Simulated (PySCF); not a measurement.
N-formylmorpholine, C₅H₉NO₂.
Geometry (PBE0-D3(BJ)/def2-SVP, Å), atoms numbered from 1 in this order:
```
atom  x, y, z in Å
O1     2.745   -1.153    0.385
C2     2.146   -0.127    0.164
N3     0.854   -0.043   -0.251
C4     0.053   -1.233   -0.442
C5    -1.240   -1.098    0.345
O6    -1.908    0.098    0.029
C7    -1.130    1.228    0.314
C8     0.174    1.209   -0.472
H9     2.608    0.884    0.280
H10   -0.175   -1.360   -1.516
H11    0.649   -2.093   -0.107
H12   -1.015   -1.137    1.430
H13   -1.927   -1.923    0.106
H14   -0.900    1.277    1.398
H15   -1.729    2.111    0.047
H16    0.828    2.037   -0.158
H17   -0.046    1.339   -1.549
```

Computed with PySCF at wB97X-D/def2-SVPD, non-relativistic, on one gas-phase PBE0-D3(BJ)/def2-SVP geometry that isn't relaxed in the solvent. The solvent is an IEF-PCM continuum (cavity from Bondi-type radii × 1.2), and excitations are vertical TDDFT with non-equilibrium linear response and a frozen core. Specific hydrogen bonds and non-electrostatic terms are outside this model.

```
run  E − E(gas) (kcal/mol)  HOMO (eV)  HOMO–LUMO gap (eV)  dipole (D)  lowest singlet (eV)  static polarisability (au)
gas                   0.00      -8.92               10.94        3.08                 5.79                        73.6
  P                  -6.58      -8.83               10.94        3.81                 5.97                        90.6
  Q                  -9.22      -8.80               10.93        4.10                 6.04                        99.0
```

**Question.** The runs were made in chloroform and dimethylsulfoxide. Which run belongs to which solvent?

**Answer.** P = chloroform, Q = dimethylsulfoxide. The dielectric constants are 4.711 (chloroform), 46.83 (dimethylsulfoxide), and the energy falls further as ε rises. The optical constants n² used for the excitations are 2.09, 2.19 in the same order. In this model the ground state sees the solvent through ε alone.

**Question.** How constant is the ratio of the lowering to (ε − 1)/(2ε + 1)?

**Answer.** 
| solvent | (ε − 1)/(2ε + 1) | E − E(gas) (kcal/mol) | ratio (kcal/mol) | polarisation term (kcal/mol) |
| --- | --- | --- | --- | --- |
| chloroform | 0.356 | -6.58 | -18.5 | -7.59 |
| dimethylsulfoxide | 0.484 | -9.22 | -19.0 | -11.25 |

The ratio changes by +3.0 % in size from chloroform to dimethylsulfoxide. The polarisation term is half the interaction of the solute with the induced surface charges.

The pairwise dispersion term of wB97X-D wasn't added to the energies; at a given geometry it leaves orbitals and properties as they are.
